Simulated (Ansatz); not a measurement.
TiH₂Cl₂. Total charge 0; triplet. Geometry r2SCAN-D4/def2-TZVP, that of the neutral singlet; atoms count from 1.

```xyz
5

Ti   -0.052   -0.013   -0.030
H    -0.998   -1.382    0.254
H    -0.740    0.937   -1.242
Cl    1.863   -0.706   -0.772
Cl   -0.073    1.164    1.791
```

At PBE0-D4/def2-TZVP a singlet of charge 0 lies 2.70 eV below the triplet at the same geometry.

Question: Estimate the Mulliken populations from the PBE0/def2-TZVP orbitals of Ansatz.

Answer: 
```json
{"atom": "Ti1", "charge (e)": "0.73", "spin (α − β)": "1.28", "d electrons": "2.40"}
{"atom": "H2", "charge (e)": "0.01", "spin (α − β)": "0.39", "d electrons": "–"}
{"atom": "H3", "charge (e)": "0.01", "spin (α − β)": "0.39", "d electrons": "–"}
{"atom": "Cl4", "charge (e)": "-0.38", "spin (α − β)": "-0.03", "d electrons": "–"}
{"atom": "Cl5", "charge (e)": "-0.38", "spin (α − β)": "-0.03", "d electrons": "–"}
```
Mulliken values and Mayer orders depend strongly on the basis.

Question: Where does the spin sit?

Answer: Summed by element: Ti 1.28, H 0.78, Cl -0.06, of 2 unpaired in all. Largest on single atoms: Ti1 1.28, H2 0.39, H3 0.39.

Question: And the Mayer bond orders between bonded heavy atoms (over 0.3)?

Answer: Ti1–Cl4 1.10 (2.17 Å); Ti1–Cl5 1.10 (2.17 Å).
